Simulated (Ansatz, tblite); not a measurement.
Adding an electron: Mg2Se⁺ (the lowest doublet isomer of a short search). The state is a doublet with charge 1. Geometry: r2SCAN-D4/def2-TZVP. Ansatz, gas phase; energy differences of separate SCF runs; the reduced species is a triplet (the singlet lies 0.50 eV higher at PBE0-D4/def2-TZVP).

```xyz
3

Mg    1.250    1.125    1.261
Mg   -0.588   -1.105   -1.688
Se   -0.662   -0.019    0.427
```

The xTB rows come from tblite. The structure comes from a short search, and lower isomers may exist.

```csv
level,−HOMO (eV),−LUMO (eV),vertical EA (eV),HOMO–LUMO gap (eV)
GFN2-xTB,–,–,10.63,–
PBE-D4/def2-TZVP,8.92,8.47,6.29,0.45
PBE0-D4/def2-TZVP,9.39,8.06,6.49,1.33
```

(1) Estimate the rows for GFN1-xTB, r2SCAN-D4/def2-TZVP.

Results:

(1) 
```
              level  −HOMO (eV)  −LUMO (eV)  vertical EA (eV)  HOMO–LUMO gap (eV)
           GFN1-xTB           –           –             11.40                   –
r2SCAN-D4/def2-TZVP        9.02        8.54              6.43                0.48
```

  HOMO and LUMO are the levels of the spin that leaves or enters (xTB has no such levels and no spin-polarisation term). Other spin states of the ions may lie lower, which would lower the ionisation energy or raise the affinity. Raw xTB energy differences between charge states are shifted by several eV; the methods need an empirical correction for them.
